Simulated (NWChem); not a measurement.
AlH$_{2}$F; SMILES [F][AlH2]

```xyz
4

Al     0.0000     0.0000    -0.5763
H      0.0000     1.4212    -1.2945
H      0.0000    -1.4212    -1.2945
F      0.0000     0.0000     1.1043
```
Atoms are numbered in this order, from 1.

Results from NWChem. Geometry optimised at PBE-D3(BJ)/def2-SVP; all other runs use it. Pople sets run with spherical d functions.

| quantity | level | value |
|---|---|---|
| first 1s excitation (eV), F K edge, unshifted | B3LYP/def2-TZVP, TDA | 667.6 |
| −ε(HOMO) (eV) | LRC-wPBEh/def2-TZVP | 10.70 |
| charge (e), ESP F4 | Hartree-Fock/6-31G* | -0.48 |
| vertical, lowest state with f > 0.02, singlet (eV) | LDA (Slater exchange, VWN5)/aug-cc-pVDZ, TDA | 7.25 |
| isotropic polarisability (bohr³), static | B3LYP/6-31+G* | 23.4 |
| dipole (D) | PBE-D3(BJ)/def2-SVP | 1.22 |
| highest harmonic frequency (cm⁻¹) | PBE-D3(BJ)/def2-SVP | 1923 |
